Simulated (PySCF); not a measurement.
## Magnetisability: SMILES N#CC1(SC(F)(F)F)CC1, C₅H₄F₃NS

Geometry:
```json
{"atom": "N1", "x (Å)": "-1.145", "y (Å)": "2.591", "z (Å)": "-0.417"}
{"atom": "C2", "x (Å)": "-0.858", "y (Å)": "1.537", "z (Å)": "-0.079"}
{"atom": "C3", "x (Å)": "-0.501", "y (Å)": "0.228", "z (Å)": "0.344"}
{"atom": "S4", "x (Å)": "1.100", "y (Å)": "0.157", "z (Å)": "1.198"}
{"atom": "C5", "x (Å)": "2.190", "y (Å)": "0.309", "z (Å)": "-0.265"}
{"atom": "F6", "x (Å)": "1.972", "y (Å)": "1.430", "z (Å)": "-0.949"}
{"atom": "F7", "x (Å)": "3.458", "y (Å)": "0.300", "z (Å)": "0.123"}
{"atom": "F8", "x (Å)": "2.018", "y (Å)": "-0.706", "z (Å)": "-1.118"}
{"atom": "C9", "x (Å)": "-1.583", "y (Å)": "-0.690", "z (Å)": "0.868"}
{"atom": "C10", "x (Å)": "-0.955", "y (Å)": "-0.973", "z (Å)": "-0.451"}
{"atom": "H11", "x (Å)": "-2.587", "y (Å)": "-0.293", "z (Å)": "0.900"}
{"atom": "H12", "x (Å)": "-1.324", "y (Å)": "-1.315", "z (Å)": "1.709"}
{"atom": "H13", "x (Å)": "-0.269", "y (Å)": "-1.803", "z (Å)": "-0.531"}
{"atom": "H14", "x (Å)": "-1.515", "y (Å)": "-0.775", "z (Å)": "-1.354"}
```

Method used: GIAO PBE/pcSseg-1 magnetisability, rotational g tensor and spin-rotation constants, non-relativistic, gas phase in PySCF. Geometry: GFN2-xTB.

Q: How diamagnetic is it, and how anisotropic?

A: Isotropic -1460 × 10⁻³⁰ J/T², or -87.9 × 10⁻⁶ cm³/mol; principal values -1631, -1425, -1324 × 10⁻³⁰ J/T², anisotropy 271 × 10⁻³⁰ J/T² (root of half the summed squared differences of the principal values). The susceptibility is in cgs units.

Q: Split it along the inertial axes a, b, c into diamagnetic and paramagnetic parts about the centre of mass, with the quadrupole moment.

A: 
| axis | χ (10⁻⁶ cm³/mol) | diamagnetic (10⁻⁶ cm³/mol) | paramagnetic (10⁻⁶ cm³/mol) | summed x² of all electrons (Å²) | quadrupole Θ (D Å) |
| --- | --- | --- | --- | --- | --- |
| a | -89.6 | -730.2 | 640.7 | 246.1 | +4.33 |
| b | -93.3 | -1309.5 | 1216.2 | 109.5 | -7.87 |
| c | -80.9 | -1508.8 | 1427.8 | 62.6 | +3.54 |

Anisotropies 2χaa − χbb − χcc = -4.9 and 2χbb − χaa − χcc = -16.1 × 10⁻⁶ cm³/mol. Θ is traceless in Buckingham's convention.

Q: And the rotational g tensor?

A: 
```tsv
axis	rotational constant (GHz)	g	nuclear part	electronic part
a	1.8214	-0.0230	0.5252	-0.5482
b	0.9185	-0.0069	0.5179	-0.5248
c	0.7924	-0.0131	0.5184	-0.5315
```
Asymmetric top; isotopes 12C, 19F, 1H, 14N, 32S; no vibrational averaging.
